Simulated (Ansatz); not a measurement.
The cluster Si₃O₄⁻, relaxed as a doublet with UKS r2SCAN-D4/def2-SVPD in Ansatz, starting from the GFN2-xTB geometry. Force threshold 0.02 eV/Å.

The relaxation made no stability test and no search for a lower SCF solution. The structure comes from a short search, and lower isomers may exist.

Start:

```csv
atom,x (Å),y (Å),z (Å)
Si1,1.407,0.029,0.726
Si2,-1.612,0.732,-1.238
Si3,-0.811,-1.388,-0.970
O4,0.482,-1.156,-0.074
O5,-2.851,0.996,-0.370
O6,1.989,-0.532,2.016
O7,1.396,1.319,-0.089
```

```tsv
step	energy (eV)	largest force component (eV/Å)	SCF passes
1	-31805.5125	1.768	28
2	-31805.9285	1.054	38
3	-31806.1269	1.501	39
4	-31806.3467	1.479	34
5	-31806.7925	1.344	34
6	-31807.3350	1.451	34
7	-31807.7151	1.898	32
8	-31807.9842	1.529	34
9	-31808.0885	0.653	31
10	-31808.0901	1.219	28
11	-31808.1318	0.469	32
12	-31808.1369	0.058	26
13	-31808.1374	0.033	25
14	-31808.1374	0.032	16
15 (rejected)	-31808.1374	0.043	26
16	-31808.1376	0.007	27
```

Force components are those of the run's own axes.

End:

```xyz
7

Si    1.174   -0.177    0.710
Si   -1.283    0.612   -0.617
Si   -0.767   -1.647   -1.132
O     0.710   -1.508   -0.107
O    -2.323    1.746   -0.873
O     2.424   -0.025    1.600
O     0.064    0.999    0.420
```

Bonds formed: Si2–O7 (atoms count from 1). The end is the same structure that another start reached, the lowest one found.

No frequencies were taken in this run, so the end may be a saddle point.

It took 78 s on 4 threads of Arm Neoverse V2 on a shared host.
